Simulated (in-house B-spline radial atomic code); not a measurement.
The outermost shell (largest non-relativistic mean radius) with and without relativity; Dirac values are averaged over j. Computed with a B-spline radial code for spherical atoms: non-relativistic Hartree-Fock and Dirac-Hartree-Fock, averages of the configuration (point nuclei without relativity, finite nuclei with it).

```json
{"ion": "Cu5+", "configuration": "[Ar] 3d6", "outermost shell": "3d", "radius non-relativistic (bohr)": "0.75726", "radius Dirac (bohr)": "0.75953", "radius change (%)": "0.29903", "level non-relativistic (eV)": "-109.807", "level Dirac (eV)": "-109.23", "spin-orbit splitting (eV)": "0.39027"}
{"ion": "Zn5+", "configuration": "[Ar] 3d7", "outermost shell": "3d", "radius non-relativistic (bohr)": "0.72844", "radius Dirac (bohr)": "0.73065", "radius change (%)": "0.30277", "level non-relativistic (eV)": "-113.419", "level Dirac (eV)": "-112.79", "spin-orbit splitting (eV)": "0.47352"}
{"ion": "Ga5+", "configuration": "[Ar] 3d8", "outermost shell": "3d", "radius non-relativistic (bohr)": "0.70185", "radius Dirac (bohr)": "0.704", "radius change (%)": "0.30642", "level non-relativistic (eV)": "-116.994", "level Dirac (eV)": "-116.32", "spin-orbit splitting (eV)": "0.56971"}
{"ion": "Ge5+", "configuration": "[Ar] 3d9", "outermost shell": "3d", "radius non-relativistic (bohr)": "0.67721", "radius Dirac (bohr)": "0.67931", "radius change (%)": "0.30999", "level non-relativistic (eV)": "-120.534", "level Dirac (eV)": "-119.8", "spin-orbit splitting (eV)": "0.68021"}
{"ion": "As5+", "configuration": "[Ar] 3d10", "outermost shell": "?", "radius non-relativistic (bohr)": "?", "radius Dirac (bohr)": "?", "radius change (%)": "?", "level non-relativistic (eV)": "?", "level Dirac (eV)": "?", "spin-orbit splitting (eV)": "?"}
{"ion": "Se5+", "configuration": "[Ar] 3d10 4s1", "outermost shell": "4s", "radius non-relativistic (bohr)": "1.5887", "radius Dirac (bohr)": "1.5659", "radius change (%)": "-1.4372", "level non-relativistic (eV)": "-79.700", "level Dirac (eV)": "-80.874", "spin-orbit splitting (eV)": "-"}
{"ion": "Br5+", "configuration": "[Ar] 3d10 4s2", "outermost shell": "?", "radius non-relativistic (bohr)": "?", "radius Dirac (bohr)": "?", "radius change (%)": "?", "level non-relativistic (eV)": "?", "level Dirac (eV)": "?", "spin-orbit splitting (eV)": "?"}
{"ion": "Kr5+", "configuration": "[Ar] 3d10 4s2 4p1", "outermost shell": "4p", "radius non-relativistic (bohr)": "1.5668", "radius Dirac (bohr)": "1.5584", "radius change (%)": "-0.53205", "level non-relativistic (eV)": "-76.795", "level Dirac (eV)": "-77.07", "spin-orbit splitting (eV)": "1.0226"}
{"ion": "Rb5+", "configuration": "[Ar] 3d10 4s2 4p2", "outermost shell": "4p", "radius non-relativistic (bohr)": "1.4882", "radius Dirac (bohr)": "1.4799", "radius change (%)": "-0.56058", "level non-relativistic (eV)": "-81.685", "level Dirac (eV)": "-81.995", "spin-orbit splitting (eV)": "1.243"}
```

Q: Fill in the row of As5+.

A: outermost shell: 3d; radius non-relativistic (bohr): 0.65433; radius Dirac (bohr): 0.65638; radius change (%): 0.31345; level non-relativistic (eV): -124.043; level Dirac (eV): -123.26; spin-orbit splitting (eV): 0.80646.

Q: Fill in the row of Br5+.

A: outermost shell: 4s; radius non-relativistic (bohr): 1.5135; radius Dirac (bohr): 1.491; radius change (%): -1.4848; level non-relativistic (eV): -84.269; level Dirac (eV): -85.551.

Q: Which member changes most?

A: Bromine (Br5+): its 4s shell contracts by 1.5 %.
